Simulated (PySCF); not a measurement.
B(GeH3)2(H) (BGe2H7), SMILES [GeH3][BH][GeH3].

Coordinates come from a B3LYP-D3(BJ)/def2-SVP optimisation. This is a generated structure with no PubChem entry under its InChIKey; it may be hypothetical.

Two levels are set side by side: TDDFT-PBE/def2-SVPD (PySCF) and TDDFT-LC-ωPBE/def2-SVPD (PySCF). Vertical, same geometry. The lowest singlet is HOMO→LUMO 100 % with PBE and HOMO→LUMO 95 % with the other functional; states are paired by order. Differences are taken from unrounded values.

```csv
quantity,TDDFT-PBE
lowest singlet excitation (eV),3.31
lowest triplet excitation (TDA) (eV),2.62
first bright state (f over 0.05) (eV),4.88
its oscillator strength,0.12
```

Question: These are the TDDFT-PBE values. What does TDDFT-LC-ωPBE give? (The exact figures need the calculation; the answer reports its results.)

Answer: 
| quantity | TDDFT-LC-ωPBE | TDDFT-PBE minus TDDFT-LC-ωPBE |
|---|---|---|
| lowest singlet excitation (eV) | 3.66 | -0.36 |
| lowest triplet excitation (TDA) (eV) | 2.84 | -0.22 |
| first bright state (f over 0.05) (eV) | 6.98 | -2.10 |
| its oscillator strength | 0.15 | -0.03 |

Functionals without exact exchange tend to place singlet excitations lower, as here. Differences between two approximate levels are no errors against the true value.

Rough cost on one machine, each run with all the roots and properties that it gave: TDDFT-LC-ωPBE against TDDFT-PBE about 5 times.
